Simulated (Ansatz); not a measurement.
A nudged elastic band was laid between two geometries of C$_{3}$H$_{7}$NOSi (13 atoms, charge 0, multiplicity 1).

All numbers below come from RKS PBE-D4/6-31G* in Ansatz.

```yaml
movable_images: 7
climbing_image: yes
spring: 5.0 eV/Å²
optimiser: quadratic models (default)
start_path: through a guess of the saddle point
force_threshold: 0.05 eV/Å
iteration_limit: 60
end_points: relaxed
```

First end point:

```xyz
13
Properties=species:S:1:pos:R:3
C -1.432 -2.241 0.775
O -0.077 -1.807 0.475
C 0.054 -0.477 0.453
N -0.811 0.477 0.643
Si 0.861 1.113 0.269
C 1.211 1.937 -1.382
H -1.397 -3.338 0.761
H -1.741 -1.871 1.767
H -2.133 -1.860 0.016
H 1.639 1.701 1.406
H 2.286 1.893 -1.628
H 0.647 1.437 -2.186
H 0.914 3.001 -1.355
```

Last end point:

```xyz
13
Properties=species:S:1:pos:R:3
C -2.049 -2.006 0.860
O -1.292 -2.957 0.725
C 0.662 -0.797 0.368
N -0.423 -0.117 0.548
Si 1.034 0.968 0.261
C 1.154 1.905 -1.359
H 0.764 -1.896 0.368
H -2.276 -1.552 1.857
H -2.623 -1.564 0.007
H 1.538 1.690 1.467
H 2.205 2.114 -1.620
H 0.707 1.308 -2.170
H 0.620 2.869 -1.298
```

Q: Which bonds break or form, and what moves?

A: Bonds broken: C1–H7, O2–C3. Bonds formed: C3–H7. C3H7NOSi becomes C2H5NSi + CH2O.

Q: Give the energies along the band, and the barrier.

A: The forces met the threshold. The highest image is number 3 of 0 to 8, 102.9 kcal/mol above the first end and 78.8 kcal/mol above the last; the last end lies 24.1 kcal/mol above the first. Neighbouring images differ by up to 3.9 eV, so the band resolves the path poorly. A vibrational analysis at the climbing image gives one clearly imaginary mode, 416i cm⁻¹: a first-order saddle point. The orbitals stay closed-shell, which can raise the energy where a bond breaks towards radicals; this wasn't checked here.

```tsv
image	path coordinate (Å)	energy (kcal/mol)	C1–H7 (Å)	O2–C3 (Å)	C3–H7 (Å)
0	0.00	0.0	1.10	1.34	3.22
1	1.35	2.2	1.10	1.34	3.15
2	2.69	12.7	1.10	1.35	2.82
3	4.04	102.9	1.89	1.38	1.99
4	4.92	92.1	1.95	2.09	2.10
5	5.81	51.2	2.19	2.43	1.25
6	6.69	27.1	2.66	2.91	1.10
7	7.58	24.8	2.83	2.94	1.10
8	8.47	24.1	2.86	2.93	1.10
```

Q: What is the geometry of the highest image?

A: 
```xyz
13
Properties=species:S:1:pos:R:3:forces:R:3
C -1.801 -2.406 0.343 0.00 0.00 0.00
O -0.334 -1.615 1.162 0.00 -0.04 -0.01
C 0.026 -0.313 0.877 0.01 0.01 -0.01
N -0.657 0.753 1.100 0.00 0.00 0.00
Si 0.980 1.112 0.340 0.00 0.00 0.00
C 1.071 1.685 -1.440 0.00 0.00 0.00
H 0.072 -2.270 0.530 -0.01 0.02 0.02
H -2.348 -2.615 1.295 0.00 0.00 0.00
H -2.286 -1.460 -0.009 0.00 0.00 0.00
H 2.028 1.677 1.243 0.00 0.00 0.00
H 2.051 1.440 -1.885 0.00 0.00 0.00
H 0.283 1.199 -2.038 0.00 0.00 0.00
H 0.935 2.778 -1.502 0.00 0.00 0.00
```

Time of the run: 9.3 min on 2 threads of Intel(R) Xeon(R) Platinum 8488C (Sapphire Rapids) (shared host), peak memory 0.24 GiB.
